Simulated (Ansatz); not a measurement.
Ideal-gas functions of C₂H₄BFGe, SMILES `F[B]1C=[CH][GeH2]1` at 400 K and 1 bar, from an Ansatz frequency run at PBE0-D4/def2-TZVP.

Molar mass 130.47 g/mol, point group Cs (symmetry number 1), electronic degeneracy 1, moments of inertia 91.444, 196.975, 282.157 u Å². Harmonic wavenumbers (cm⁻¹, unscaled): 125, 262, 334, 439, 524, 585, 590, 637, 680, 802, 881, 991, 1037, 1066, 1282, 1424, 1532, 2127, 2128, 3139, 3167.

Use S(trans) = R[1.5 ln M + 2.5 ln T − 1.1517]; rotational temperatures θ = 24.2544 K / I; S(rot) = R[ln(√π/σ · √(T³/θAθBθC)) + 1.5]; for each mode x = 1.438777 ν̃/T, S = R[x/(eˣ − 1) − ln(1 − e⁻ˣ)] and H = RT x/(eˣ − 1); 1 cm⁻¹ = 0.0119627 kJ/mol; R = 8.31446 J/(mol·K).

Q: By hand: the entropy, in J/(mol·K).

A: Translation 175.7. Rotation: θ = 0.2652, 0.1231, 0.086 K, giving 116.4. Vibration, mode by mode: 15.03, 9.11, 7.27, 5.33, 4.18, 3.51, 3.46, 3.03, 2.68, 1.90, 1.51, 1.10, 0.96, 0.89, 0.47, 0.31, 0.22, 0.03, 0.03, 0.00, 0.00, in all 61.0. Electronic 0.0. Sum 353.1 J/(mol·K).

Q: By hand: H − E and G − E in kJ/mol, counted from the electronic energy.

A: Zero-point energy ½ × 23752 × 0.0119627 = 142.1; thermal vibration 14.7; translation, rotation and pV give 4 RT = 13.3. H − E = 170.1 kJ/mol, and G − E = 170.1 − 400 × 353.1/1000 = 28.9 kJ/mol.

Vibration gives 17 % of the entropy, 15.0 J/(mol·K) of it from the mode under 150 cm⁻¹: soft modes count most, and the harmonic formula is weakest for them.
